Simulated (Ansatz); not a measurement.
The same path of ClH + FGeH3O2 (9 atoms, charge 0, multiplicity 1) was run 3 times with different band settings. Lost on the way: Ge1–H2, Cl8–H9. Made: Ge1–Cl8, H2–H9.

Method: Ansatz 0.2.0, RHF/def2-SVP.

Relaxed end points:

```xyz
9
Properties=species:S:1:pos:R:3
Ge -0.485 -0.366 0.142
H -1.066 -0.072 1.501
O 1.129 0.286 0.047
H 1.682 -0.021 -0.658
F -1.449 0.387 -1.065
O -0.416 -2.040 -0.314
H -1.078 -2.366 -0.907
Cl 2.327 2.440 2.275
H 1.960 1.627 1.356
```

```xyz
9
Properties=species:S:1:pos:R:3
Ge 0.007 0.706 -0.699
H 0.842 -1.383 2.842
O 1.647 0.567 -1.191
H 2.025 -0.301 -1.203
F -1.037 0.503 -2.033
O -0.354 -0.554 0.427
H -1.258 -0.714 0.657
Cl -0.356 2.646 0.060
H 1.087 -1.596 3.515
```

Common settings: movable images 5; climbing image yes; spring 5.0 eV/Å²; optimiser quadratic models (default); start path through a guess of the saddle point; iteration limit 60; end points relaxed.

| run | force threshold |
| --- | --- |
| 1 | 0.05 eV/Å |
| 2 | 0.2 eV/Å |
| 3 | 0.5 eV/Å |

(1) What does each run give, and how far can it be trusted?

Answers

(1) Run 1: converged after 37 iterations, highest image 2.818 eV above the first end. Neighbouring images differ by up to 2.7 eV, so the band resolves the path poorly. A vibrational analysis at the climbing image gives one clearly imaginary mode, 1392i cm⁻¹: a first-order saddle point.
Run 2: converged after 22 iterations, highest image 2.860 eV above the first end. The threshold of 0.2 eV/Å is loose, so the images may lie well off the minimum-energy path. Neighbouring images differ by up to 2.9 eV, so the band resolves the path poorly. The order of the point at the top wasn't checked.
Run 3: converged after 18 iterations, highest image 2.949 eV above the first end. The threshold of 0.5 eV/Å is loose, so the images may lie well off the minimum-energy path. Neighbouring images differ by up to 3.1 eV, so the band resolves the path poorly. The order of the point at the top wasn't checked.
The orbitals stay closed-shell, which can raise the energy where a bond breaks towards radicals; this wasn't checked here.
